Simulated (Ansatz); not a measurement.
Cost and result up the ladder for the cluster Al₁₁ (11 atoms). The state is a doublet with charge 0. Geometry: PBE-D4/def2-SVP.

```xyz
11

Al    1.871    2.225    0.121
Al    1.590   -0.393    1.071
Al   -0.961   -0.528    1.800
Al    0.338   -0.932   -2.999
Al   -0.412    2.215    1.427
Al   -0.611    0.808   -0.700
Al   -0.002   -1.803   -0.506
Al    1.984    0.138   -1.467
Al    0.866    0.863    3.269
Al   -2.072   -1.021   -2.219
Al   -2.592   -1.574    0.202
```

Ansatz on 6 threads of Intel Xeon on a shared host. Times are rough, and most runs start from the orbitals of an earlier one. PBE0-D4/def2-TZVP serves as the yardstick here, not as an exact answer. Differences are given only for rows in sets of like size (and for xTB, whose basis is part of the method), since another set adds its own error. Binding counts from free atoms at the same level (Al doublet; other spins of the atoms weren't run), without zero-point energy or a counterpoise term.

Another isomer (doublet) lies 0.41 eV lower at PBE0-D4/def2-TZVP; other spin states weren't run for this one.

Run but left out: HF/STO-3G, HF/def2-TZVP, MP2/def2-SVP (⟨S²⟩ 2.08 to 3.25, where a pure state has 0.75).

```tsv
level	functions	wall time	binding energy per atom (eV)	difference from PBE0-D4/def2-TZVP (eV)	remarks
PBE-D4/def2-SVP	198	7 s	2.49	–	–
PBE0-D4/def2-SVP	198	19 s	2.40	–	–
PBE-D4/def2-TZVP (with forces)	407	20 s	2.48	0.08	–
PBE0-D4/def2-TZVP	407	69 s	2.40	0.00	–
r2SCAN-D4/def2-TZVP	407	1.8 min	2.49	0.09	spin-contaminated (⟨S²⟩ 0.84)
```
